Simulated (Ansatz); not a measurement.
Basis-set extrapolation for C2H10O4Si2, SMILES `C[SiH](O)O[Si](C)(O)O` (PBE0-D4/def2-TZVP geometry, frozen core, Ansatz 0.2.0). Multiplicity 1, RHF reference.

```tsv
	def2-TZVPP	def2-QZVPP
HF	-959.388689	-959.426749
MP2 correlation	-1.542799	-1.663243
CCSD(T) correlation	-1.648737	not run
```

Energies in hartree. Use E(X) = E(∞) + A·exp(−7.88·√X) for Hartree–Fock and E(X) = E(∞) + B·X^(−2.97) for correlation, with X = 3 and 4, and add CCSD(T) minus MP2 of the smaller set to the MP2 limit.

Task: What is the CCSD(T) energy at the basis-set limit?

Result: HF limit: -959.426749 + (-0.038060) × 0.13774 = -959.43199. MP2 limit: -1.663243 + (-0.120444) × 0.74074 = -1.75246. Higher-order term: -1.648737 − (-1.542799) = -0.10594. Total: -961.29039 hartree, 664.2 kJ/mol below CCSD(T)/def2-TZVPP.
